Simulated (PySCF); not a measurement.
SMILES C[SiH2]B(O)O (GFN2-xTB optimised geometry):

```
12

C      1.582    -1.194     0.086
Si     0.906     0.595     0.000
B     -1.073     0.595     0.000
O     -1.707     1.787     0.000
O     -1.877    -0.510    -0.001
H      1.260    -1.787    -0.768
H      1.250    -1.707     0.985
H      2.666    -1.203     0.092
H      1.515     1.316     1.132
H      1.512     1.199    -1.201
H     -2.666     1.733    -0.001
H     -1.447    -1.364     0.000
```

Level of theory: PBE0/def2-TZVP in PySCF 2.14.0.

Problem. What are the frontier orbital energies and the dipole moment?

Solution. HOMO-2 -9.12 eV, HOMO-1 -8.92 eV, HOMO -8.25 eV, LUMO -0.19 eV, LUMO+1 0.35 eV; dipole moment 1.93 D.

On the same geometry PBE/def2-TZVP run with PySCF gives HOMO-2 -7.71 eV, HOMO-1 -7.59 eV, HOMO -6.92 eV, LUMO -1.10 eV, LUMO+1 -0.45 eV; dipole moment 1.95 D.

Meta-Löwdin charges at PBE0/def2-TZVP: C1 -0.60, Si2 0.45, B3 0.26, O4 -0.51, O5 -0.52, H6 0.12, H7 0.12, H8 0.14, H9 -0.09, H10 -0.09, H11 0.35, H12 0.36.
